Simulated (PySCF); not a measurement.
C4H5F2NO.
Atom-mapped SMILES: `[H]/[N:4]=[CH:3]\[C:2](=[CH2:1])[O:5][CH:6]([F:7])[F:8]` (hydrogens: H9, H10 on C1; H11 on C3; H12 on N4; H13 on C6)

The geometry is computed with GFN2-xTB (gas phase).

Problem. List the bond lengths, angles and torsions at this level.

Solution. 
```csv
bond,length (Å)
C1=C2,1.330
C2–C3,1.476
C3=N4,1.254
C2–O5,1.386
O5–C6,1.349
C6–F7,1.338
C6–F8,1.356
C1–H9,1.076
C1–H10,1.074
C3–H11,1.085
N4–H12,1.020
C6–H13,1.107
```

A selection of angles:
```csv
angle,degrees
C2–C1–H9,124.0
C2–C1–H10,119.4
H9–C1–H10,116.5
C1–C2–C3,122.9
C1–C2–O5,125.5
C3–C2–O5,111.6
C2–C3–N4,127.4
C2–C3–H11,114.8
N4–C3–H11,117.9
C3–N4–H12,114.5
C2–O5–C6,118.9
O5–C6–F7,107.7
O5–C6–F8,112.1
O5–C6–H13,114.4
F7–C6–F8,106.2
F7–C6–H13,108.8
F8–C6–H13,107.4
```

Dihedral angles: C1–C2–C3–N4 -179° (antiperiplanar); C1–C2–O5–C6 11° (synperiplanar); C2–O5–C6–F7 167° (antiperiplanar); H12–N4–C3–C2 0° (synperiplanar). The mirror-image conformer, all signs reversed, is as good.

H12 on N4 lies 2.35 Å from O5, 4 bonds away (angle at H 103°; Bondi radii sum to 2.72 Å). Of the pairs four or more bonds apart, those above aside, C6···H9 is among the closest relative to their van der Waals radii: 2.62 Å, 90 % of the sum of Bondi's values. The 2 C–O bonds span 1.349 Å (O5–C6, drawn single) to 1.386 Å (C2–O5, drawn single), a spread of 0.037 Å. N4 (imine nitrogen) is bent (angle 114.5°). The 2 C–C bonds span 1.330 Å (C1=C2, drawn double) to 1.476 Å (C2–C3, drawn single), a spread of 0.146 Å.

Point group: C1 (no symmetry element, even within 0.4 Å). GFN2-xTB frequencies: not computed here. One conformer, not necessarily the lowest.
